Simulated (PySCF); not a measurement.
PySCF input file for Ti(Br)(SH)3 (BrH3S3Ti), SMILES [SH][Ti]([SH])([SH])[Br], multiplicity 1, PBE-D3(BJ)/def2-SVP. Geometry: PBE-D3(BJ)/def2-SVP. The spin state was assumed, not searched. The values are those of a single conformer.

```python
import numpy as np
from pyscf import gto, scf, dft, df
from pyscf.hessian import thermo

mol = gto.M(
    atom='''
    Ti   -0.29284083    0.19312402   -0.05230760
    Br    1.68463773   -1.05800347    0.17143975
    S    -0.30329151    2.09410524    1.17420804
    H     0.06393223    1.34503674    2.26183907
    S    -0.62774242    0.88418469   -2.19094590
    H    -1.96809864    0.74403197   -1.95750492
    S    -2.12628051   -0.93322854    0.69515541
    H    -1.69862463   -2.02865771   -0.00863857
    ''',
    basis='def2-SVP',
    charge=0,
    spin=0,
    max_memory=1600,
    verbose=3,
)
mf = dft.RKS(mol, xc='pbe').density_fit(auxbasis='def2-universal-jkfit')
mf.disp = 'd3bj'
mf.grids.level = 3
mf.conv_tol = 1e-11
mf.max_cycle = 100
mf.kernel()

# [left out here: the lines that compute and print the analytic Hessian (its translational invariance restored by hand, since the grid's response is missing), thermochemistry and intensities]
```

It prints:

```
converged SCF energy = -4618.30228135587

WARN: DFTD3 does not support analytical Hessian, using finite difference


WARN: Mole.unit (angstrom) is changed to Bohr

Mode                                 0                   1                   2
Irrep
Freq [cm^-1]                       78.5673             85.9914             97.6276
Reduced mass [au]                  20.8156             10.8209             15.3437
Force const [Dyne/A]                0.0757              0.0471              0.0862
Char temp [K]                     113.0409            123.7225            140.4644
Normal mode                   x     y     z       x     y     z       x     y     z
       0  Ti                -0.01  0.00  0.04   -0.02 -0.02 -0.01    0.01  0.06 -0.01
       1  Br                 0.01  0.02 -0.05    0.01  0.04  0.02   -0.04 -0.00  0.00
       2   S                -0.03  0.01  0.04    0.10 -0.05  0.03    0.02  0.01  0.07
       3   H                -0.07 -0.01  0.05    0.16 -0.11 -0.03    0.09 -0.06  0.00
       4   S                 0.08 -0.09  0.01   -0.03 -0.03 -0.02   -0.00 -0.06 -0.05
       5   H                 0.06  0.04 -0.03   -0.03 -0.05 -0.01    0.00 -0.08 -0.05
       6   S                -0.05  0.03  0.01   -0.06  0.01 -0.04    0.07 -0.04 -0.01
       7   H                -0.09  0.04 -0.01   -0.11  0.03 -0.11    0.10  0.03 -0.10
Mode                                 3                   4                   5
Irrep
Freq [cm^-1]                      100.5282            118.0298            197.3906
Reduced mass [au]                  15.8338             10.5656              1.0562
Force const [Dyne/A]                0.0943              0.0867              0.0242
Char temp [K]                     144.6376            169.8186            284.0012
Normal mode                   x     y     z       x     y     z       x     y     z
       0  Ti                 0.03  0.00 -0.04    0.03  0.02  0.04   -0.00  0.00  0.00
       1  Br                 0.03 -0.01  0.01    0.02 -0.02 -0.00    0.01 -0.00 -0.01
       2   S                -0.07 -0.06  0.05   -0.01  0.05  0.00   -0.00 -0.00  0.02
       3   H                 0.00 -0.10 -0.00    0.08  0.11  0.01    0.10  0.01 -0.01
       4   S                -0.04 -0.01 -0.04   -0.07 -0.04  0.04    0.00  0.02  0.00
       5   H                -0.03  0.02  0.04   -0.06 -0.06  0.11    0.03 -0.80 -0.32
       6   S                 0.01  0.10  0.02   -0.02  0.01 -0.10   -0.02  0.02 -0.01
       7   H                -0.14  0.06 -0.02    0.00  0.06 -0.16    0.20 -0.14  0.37
Mode                                 6                   7                   8
Irrep
Freq [cm^-1]                      218.9879            290.9604            296.3113
Reduced mass [au]                   1.1115              9.4325              1.0566
Force const [Dyne/A]                0.0314              0.4705              0.0547
Char temp [K]                     315.0748            418.6272            426.3260
Normal mode                   x     y     z       x     y     z       x     y     z
       0  Ti                 0.00  0.00 -0.00   -0.05  0.03  0.00   -0.00  0.01 -0.01
       1  Br                 0.00  0.00  0.00    0.05 -0.03  0.01    0.01 -0.00  0.00
       2   S                 0.03  0.00  0.02    0.00  0.05  0.04    0.02  0.01 -0.01
       3   H                -0.65 -0.13  0.15    0.03  0.04  0.01   -0.64 -0.13  0.12
       4   S                -0.02 -0.02 -0.01   -0.01  0.02 -0.07   -0.00  0.01  0.01
       5   H                -0.04  0.24  0.04   -0.05  0.15 -0.24    0.05 -0.42  0.06
       6   S                -0.01  0.01 -0.03   -0.05 -0.04  0.03    0.00 -0.01  0.02
       7   H                 0.34 -0.17  0.47   -0.03  0.00 -0.02   -0.29  0.18 -0.45
Mode                                 9                  10                  11
Irrep
Freq [cm^-1]                      359.9910            392.1606            429.7765
Reduced mass [au]                   1.6190              2.3514              3.5124
Force const [Dyne/A]                0.1236              0.2131              0.3822
Char temp [K]                     517.9468            564.2317            618.3526
Normal mode                   x     y     z       x     y     z       x     y     z
       0  Ti                -0.03 -0.03  0.04   -0.06  0.06 -0.01   -0.06 -0.05 -0.05
       1  Br                -0.00  0.00  0.00    0.02 -0.01  0.00    0.01 -0.00  0.00
       2   S                 0.00 -0.02 -0.02   -0.00 -0.04 -0.04    0.00  0.05  0.04
       3   H                -0.09  0.01  0.04    0.08 -0.40 -0.30    0.03  0.30  0.20
       4   S                -0.01  0.00 -0.00    0.02 -0.02  0.05    0.01 -0.01  0.03
       5   H                -0.13  0.16 -0.66    0.03 -0.01  0.19    0.05 -0.08  0.26
       6   S                 0.06  0.04 -0.02    0.01  0.01 -0.00    0.04  0.03 -0.01
       7   H                 0.16  0.20 -0.22    0.31  0.15 -0.03    0.21  0.12 -0.06
Mode                                12                  13                  14
Irrep
Freq [cm^-1]                      459.3463            512.9408            517.6519
Reduced mass [au]                   1.9156              2.0285              1.8107
Force const [Dyne/A]                0.2381              0.3145              0.2859
Char temp [K]                     660.8971            738.0075            744.7858
Normal mode                   x     y     z       x     y     z       x     y     z
       0  Ti                 0.00 -0.01  0.06   -0.03 -0.04  0.05   -0.04  0.05  0.02
       1  Br                -0.00  0.00 -0.00    0.00 -0.00 -0.00    0.01 -0.01  0.00
       2   S                -0.00 -0.03 -0.02   -0.00  0.04  0.01    0.01 -0.06 -0.03
       3   H                 0.02  0.20  0.13    0.00 -0.40 -0.29   -0.00  0.43  0.31
       4   S                -0.00  0.03 -0.09   -0.00  0.02 -0.05    0.00 -0.01 -0.00
       5   H                 0.09 -0.12  0.40    0.05 -0.07  0.25    0.02 -0.00  0.10
       6   S                -0.01  0.01  0.01    0.06  0.03 -0.03    0.04  0.01 -0.02
       7   H                 0.43  0.25 -0.12   -0.32 -0.22  0.14   -0.38 -0.27  0.17
Mode                                15                  16                  17
Irrep
Freq [cm^-1]                     2564.8786           2565.7250           2590.8083
Reduced mass [au]                   1.0378              1.0377              1.0375
Force const [Dyne/A]                4.0224              4.0249              4.1030
Char temp [K]                    3690.2892           3691.5071           3727.5963
Normal mode                   x     y     z       x     y     z       x     y     z
       0  Ti                -0.00 -0.00 -0.00   -0.00 -0.00 -0.00    0.00 -0.00  0.00
       1  Br                -0.00  0.00  0.00    0.00  0.00  0.00   -0.00  0.00  0.00
       2   S                -0.01  0.02 -0.02   -0.00  0.00 -0.00    0.00 -0.00  0.00
       3   H                 0.26 -0.52  0.79    0.01 -0.02  0.03   -0.00  0.00 -0.00
       4   S                 0.00 -0.00  0.00    0.00  0.00 -0.00    0.03  0.00 -0.00
       5   H                -0.00  0.00  0.00   -0.01 -0.00  0.00   -0.97 -0.10  0.15
       6   S                -0.00  0.00  0.00    0.01 -0.02 -0.02   -0.00  0.00 -0.00
       7   H                 0.01 -0.03 -0.02   -0.29  0.79  0.50    0.00 -0.01 -0.01
temperature 298.1500 [K]
pressure 101325.00 [Pa]
Rotational constants [GHz] 1.15117 0.73813 0.72032
Symmetry number 1
Zero-point energy (ZPE) 0.02706 [Eh]   71044.264 [J/mol]
                           tot       elec      trans        rot        vib
Entropy [J/mol/K]       429.154      0.000    176.403    128.203    124.548
Cv [J/mol/K]            129.570      0.000     12.472     12.472    104.627
Cp [J/mol/K]            137.885      0.000     20.786     12.472    104.627
Internal energy [J/mol]                      3718.434   3718.434  90198.903
Internal energy [Eh]   -4618.26509  -4618.30228
Enthalpy [J/mol]                             6197.391   3718.434  90198.903
Enthalpy [Eh]          -4618.26415
Gibbs free energy [J/mol]                  -46397.087 -34505.293  53064.957
Gibbs free energy [Eh] -4618.31288
mode   freq/cm-1   IR/(km/mol)
   1       78.57         0.192
   2       85.99         0.270
   3       97.63         0.556
   4      100.53         0.065
   5      118.03         0.883
   6      197.39        15.450
   7      218.99         8.529
   8      290.96        12.209
   9      296.31        27.378
  10      359.99        35.667
  11      392.16        42.205
  12      429.78        22.679
  13      459.35        62.418
  14      512.94        31.692
  15      517.65        20.340
  16     2564.88         2.762
  17     2565.73         2.232
  18     2590.81         6.290
max |gradient| / (hartree/bohr): 7.615355179604096e-05
APT charges: [ 1.3111 -0.4485 -0.3408  0.0658 -0.3694  0.0797 -0.3548  0.0569]
```

The run converged.
